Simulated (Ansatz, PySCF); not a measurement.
Another site gives an ion 4680.61 eV lower (`O[SiH2]Br`) at the level frozen-core CCSD(T)/def2-TZVPD // CAM-B3LYP-D3(BJ)/def2-TZVPD (Ansatz, a quantum-chemistry and plane-wave program).

Excitations are Tamm–Dancoff values on a coarser integration grid.

Z-matrix (Å, degrees):
```
Si
O 1 1.6392
H 2 0.9598 1 119.16
H 1 1.4695 2 104.91 3 -170.74
H 1 1.4767 4 111.74 2 122.13
Se 1 2.2749 4 111.58 5 114.92
H 6 1.4655 1 93.78 4 52.32
```
Charge 0, multiplicity 1.

Question: Estimate the T1 excitation (TDA), S1 oscillator strength, S1 excitation (TDA), brightest of the four lowest singlets (TDA) and dipole moment that CAM-B3LYP-D3(BJ)/def2-TZVPD in PySCF 2.14.0 returns for this input.

Answer: 
```json
{
  "T1 excitation (TDA)": "5.07 eV",
  "S1 oscillator strength": "0.011",
  "S1 excitation (TDA)": "5.51 eV",
  "brightest of the four lowest singlets (TDA)": "6.13 eV",
  "dipole_moment": "0.74 D"
}
```
